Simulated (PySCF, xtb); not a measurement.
TlCl, SMILES [Cl][Tl].

Harmonic wavenumbers (cm⁻¹) from GFN2-xTB (xtb) at its own minimum, in rising order: 215.

Task: What does PBE-D3(BJ)/def2-TZVP (PySCF 2.14.0) give at its own minimum? (The exact figures need the calculation; the answer reports its results.)

Result: 271. Paired by order, the mean absolute difference is 57 cm⁻¹ and the zero-point energies are 0.3 and 0.4 kcal/mol.
